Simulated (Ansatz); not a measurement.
A set of 12 reactions (atomization), with CCSD(T)/CBS values in kJ/mol:

```tsv
reaction	ΔE
`C[SiH](N)Cl` → C• + Cl• + 6 H• + N• + Si•	3541.4
`[CH3][GeH2][SH]` → C• + Ge• + 6 H• + S•	2851.4
`BCN[SiH3]` → B• + C• + 8 H• + N• + Si•	4066.1
`N#COCO` → 2 C• + 3 H• + N• + 2 O•	3334.8
`C/C=C(\N)F` → 3 C• + F• + 6 H• + N•	4364.9
`B[NH]`• → B• + 3 H• + N•	1579.0
`CB(Cl)N([SiH3])[SiH3]` → B• + C• + Cl• + 9 H• + N• + 2 Si•	5278.3
`[SiH3][C]1=[CH][GeH2]1` → 2 C• + Ge• + 6 H• + Si•	3331.5
`C[BH][GeH3]` → B• + C• + Ge• + 7 H•	3225.4
`[CH3][Ga]([CH3])[O][SiH3]` → 2 C• + Ga• + 9 H• + O• + Si•	4938.5
`NP(N)N` → 6 H• + 3 N• + P•	3318.5
`N[Si]N` → 4 H• + 2 N• + Si•	2405.9
```

Calculated with Ansatz (gas phase, PBE0-D4/def2-TZVP geometries, no zero-point term in ΔE). CBS: MP2 limit from def2 TZ/QZ plus the TZ coupled-cluster correction, frozen cores. Small cases extrapolate CCSD(T) itself. Functionals use def2-TZVPP. B3LYP here is the variant with VWN-RPA as its local correlation; programs differ in this. Open shells (•) are unrestricted, without spin–orbit coupling. Spin–orbit coupling would lower the free atoms: a little for B, C, Cl, F, O, S, Si; clearly for Ga, Ge. For Ga, Ge outer-core shells are correlated without core-valence functions, so the limit isn't a true one: a few kJ/mol of doubt a bond, and 10 to 20 or more in all where bonds break to atoms. Scalar relativity is left out up to krypton. Each species was taken in one conformer, which may not be the lowest.

Give the mean, mean absolute and largest difference (level minus CCSD(T)/CBS, kJ/mol) for: PBE0-D4, B3LYP-D4, ωB97X-V, ωB97M-V, PBE, r2SCAN, B3LYP, HF/def2-TZVPP, CCSD/def2-TZVPP, CCSD(T)/def2-TZVPP, SCS-MP2/def2-QZVPP, HF/CBS(def2), MP2/CBS(def2), CCSD/CBS(def2). (Estimate.)

The calculation gave: 
| level | mean | mean absolute | largest |
| --- | --- | --- | --- |
| PBE0-D4 | -3.5 | 20.4 | -55.0 |
| B3LYP-D4 | 8.1 | 23.3 | 53.1 |
| ωB97X-V | 17.6 | 18.5 | 39.3 |
| ωB97M-V | 14.2 | 22.3 | 43.1 |
| PBE | 35.2 | 48.7 | 157.9 |
| r2SCAN | -2.6 | 15.6 | 39.6 |
| B3LYP | -22.4 | 31.6 | -84.3 |
| HF/def2-TZVPP | -982.6 | 982.6 | -1275.7 |
| CCSD/def2-TZVPP | -143.6 | 143.6 | -200.7 |
| CCSD(T)/def2-TZVPP | -94.1 | 94.1 | -140.2 |
| SCS-MP2/def2-QZVPP | 10.0 | 15.7 | 52.7 |
| HF/CBS(def2) | -976.2 | 976.2 | -1265.7 |
| MP2/CBS(def2) | 34.6 | 38.3 | 127.8 |
| CCSD/CBS(def2) | -50.0 | 50.0 | -81.9 |

The largest T1 diagnostic in the set is 0.030, for `B[NH]`• (customary mark 0.045).

CCSD(T)/CBS is a level of theory with its own doubt, and the functionals carry their triple-zeta basis error, so these figures describe this set and don't rank the functionals.
